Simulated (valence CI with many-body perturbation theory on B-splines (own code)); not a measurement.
The numbers below are computed, except where a source is named.
# Level structure of Pm XIII

Level of theory: configuration interaction combined with many-body perturbation theory (CI+MBPT): three valence electrons over a frozen Dirac-Fock core [Kr] 4d10, a basis of 7 s, 7 p, 7 d, 7 f, 4 g, 2 h functions for each j, with the one-electron correlation potential Σ1, the two-electron term Σ2, the three-electron term Σ3, Breit, model QED; selected CI, second order for the rest, scaled by the run's own slope (own B-spline code, finite nucleus).

No measured levels were compared; by estimate terms of the open shell hold to a few per cent of their energy, and close levels can change places; configurations with another count of f electrons can be misplaced by thousands of cm⁻¹.

Levels 91 to 135 of 198, with energies above the lowest level, (4f5/2 5s^2) J=5/2. "Leading %" is the weight of the configuration and term that name the level; weights of strongly mixed levels are sums over their largest components and can fall short. In the jj column 3d3/2^4 stands for four electrons in 3d with j = 3/2.

```
No.  Configuration  Term     J  E (eV)  Leading %      g                Leading jj
 91         4f5s5p    ²G   9/2  32.467         92  1.118     4f7/2 5s 5p3/2 (88 %)
 92          4f²5p   ⁴H°   7/2  32.526         55  0.777      4f5/2^2 5p1/2 (77 %)
 93          4f²5p   ⁴I°  11/2  32.730         53  1.014  4f5/2 4f7/2 5p1/2 (96 %)
 94          4f²5p   ⁴H°   9/2  32.794         40  1.037  4f5/2 4f7/2 5p1/2 (95 %)
 95          4f²5p   ⁴G°   5/2  33.036         78  0.643      4f5/2^2 5p1/2 (70 %)
 96         4f5s5p    ²D   5/2  33.048         91  1.193     4f7/2 5s 5p3/2 (84 %)
 97          4f²5p   ⁴G°  11/2  33.350         49  1.187      4f7/2^2 5p1/2 (80 %)
 98          4f²5p   ²D°   3/2  33.353         48  0.693      4f5/2^2 5p1/2 (62 %)
 99          4f²5p   ⁴G°   7/2  33.390         46  1.036  4f5/2 4f7/2 5p1/2 (89 %)
100          4f²5p   ⁴H°  13/2  33.549         40  1.147      4f7/2^2 5p1/2 (72 %)
101          4f²5p   ²D°   5/2  33.636         31  1.169  4f5/2 4f7/2 5p1/2 (90 %)
102          4f²5p   ²G°   9/2  33.740         30  1.094  4f5/2 4f7/2 5p1/2 (89 %)
103          4f²5p   ⁴D°   7/2  34.115         46  1.235  4f5/2 4f7/2 5p1/2 (79 %)
104          4f²5p   ²F°   7/2  34.415         40  1.114      4f7/2^2 5p1/2 (84 %)
105          4f²5p   ²H°   9/2  34.777         42  1.041      4f7/2^2 5p1/2 (92 %)
106            4f³   ²F°   7/2  35.486         97  1.140      4f5/2^2 4f7/2 (55 %)
107          4f²5p   ²F°   5/2  35.577         39  0.940  4f5/2 4f7/2 5p1/2 (36 %)
108          4f²5p   ²P°   3/2  35.688         45  1.186  4f5/2 4f7/2 5p1/2 (48 %)
109            4f³   ²F°   5/2  35.797         68  0.907      4f5/2 4f7/2^2 (60 %)
110          4f²5p   ⁴D°   1/2  36.144         83  0.337  4f5/2 4f7/2 5p1/2 (56 %)
111          5s5p²    ⁴P   1/2  36.159         83  2.518         5s 5p1/2^2 (80 %)
112          4f²5p   ²S°   1/2  36.195         55  1.921      4f5/2^2 5p1/2 (39 %)
113          4f²5p   ⁴D°   3/2  36.500         64  1.170  4f5/2 4f7/2 5p1/2 (58 %)
114          4f²5p   ²I°  11/2  36.516         64  0.981  4f5/2 4f7/2 5p1/2 (75 %)
115          4f²5p   ²K°  13/2  36.590         49  1.008  4f5/2 4f7/2 5p1/2 (71 %)
116          4f²5p   ²D°   5/2  36.732         37  1.218      4f7/2^2 5p1/2 (65 %)
117          4f²5p   ⁴S°   3/2  36.975         58  1.794      4f7/2^2 5p1/2 (48 %)
118          4f²5p   ⁴H°   9/2  37.996         36  0.912      4f5/2^2 5p3/2 (77 %)
119          4f²5p   ²G°   7/2  38.017         40  0.846      4f5/2^2 5p3/2 (90 %)
120          4f²5p   ⁴H°  11/2  38.254         46  1.071  4f5/2 4f7/2 5p3/2 (73 %)
121          4f²5p   ²H°   9/2  38.529         35  1.030  4f5/2 4f7/2 5p3/2 (94 %)
122          4f²5p   ⁴I°  13/2  38.665         56  1.160  4f5/2 4f7/2 5p3/2 (63 %)
123          4f²5p   ⁴G°  11/2  38.757         53  1.182  4f5/2 4f7/2 5p3/2 (50 %)
124          4f²5p   ⁴G°   5/2  39.156         71  0.709      4f5/2^2 5p3/2 (77 %)
125          4f²5p   ⁴F°   3/2  39.269         56  0.646      4f5/2^2 5p3/2 (67 %)
126          4f²5p   ⁴I°  15/2  39.289         99  1.199      4f7/2^2 5p3/2 (82 %)
127          4f²5p   ⁴G°   7/2  39.491         46  1.027  4f5/2 4f7/2 5p3/2 (89 %)
128          4f²5p   ⁴F°   5/2  39.576         45  0.998  4f5/2 4f7/2 5p3/2 (51 %)
129          4f²5p   ⁴F°   7/2  39.632         39  1.165  4f5/2 4f7/2 5p3/2 (79 %)
130          4f²5p   ⁴D°   1/2  39.764         84  0.104      4f5/2^2 5p3/2 (69 %)
131          4f²5p   ²I°  11/2  39.820         62  0.985      4f5/2^2 5p3/2 (68 %)
132          4f²5p   ⁴F°   9/2  39.955         62  1.251      4f7/2^2 5p3/2 (52 %)
133          4f²5p   ⁴G°   9/2  40.031         57  1.118  4f5/2 4f7/2 5p3/2 (67 %)
134          4f²5p   ⁴G°   7/2  40.149         40  1.011  4f5/2 4f7/2 5p3/2 (61 %)
135          5s5p²    ⁴P   3/2  40.152         96  1.709     5s 5p1/2 5p3/2 (96 %)
```

Where two levels of one J and parity lie close, their mixing, g and order are uncertain.
